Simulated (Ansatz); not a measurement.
`[CH3][Al]([CH3])[N]=C=O`, relaxed with RKS PBE-D4/def2-SVP in Ansatz from a rough embedded geometry. The force threshold is 0.03 eV/Å; the program also tests the step.

Total charge 0; spin multiplicity 1.

Start:

```xyz
12

C    -0.908   -2.023    0.001
Al   -0.218   -0.127    0.191
C     1.091    0.542   -1.115
N    -0.754    1.017    1.546
C    -0.351    2.189    1.692
O     0.115    3.357    1.801
H    -2.019   -1.928   -0.116
H    -0.674   -2.529    0.919
H    -0.444   -2.465   -0.821
H     2.077    0.806   -0.590
H     1.344   -0.267   -1.850
H     0.742    1.427   -1.658
```

Q: By how much does the energy fall, and how many steps does the optimiser take? (An estimate is asked.)

A: Ansatz gave: 16.66 kcal/mol, in 14 steps.

Q: Which bonds change most? (Estimate.)

A: Ansatz gave: C5–O6 from 1.263 to 1.185 Å; C1–Al2 from 2.027 to 1.957 Å; C1–H9 from 1.043 to 1.109 Å; Al2–N4 from 1.853 to 1.805 Å.

Q: Give the relaxed structure. (Estimate.)

A: The calculation gave: 
```xyz
12

C    -0.925   -1.764    0.164
Al    0.020   -0.065   -0.059
C     1.313    0.397   -1.453
N    -0.346    1.221    1.154
C    -0.590    2.085    1.968
O    -0.830    2.929    2.765
H    -2.022   -1.620    0.057
H    -0.766   -2.178    1.183
H    -0.613   -2.534   -0.571
H     2.294    0.671   -1.007
H     1.488   -0.428   -2.173
H     0.976    1.286   -2.028
```
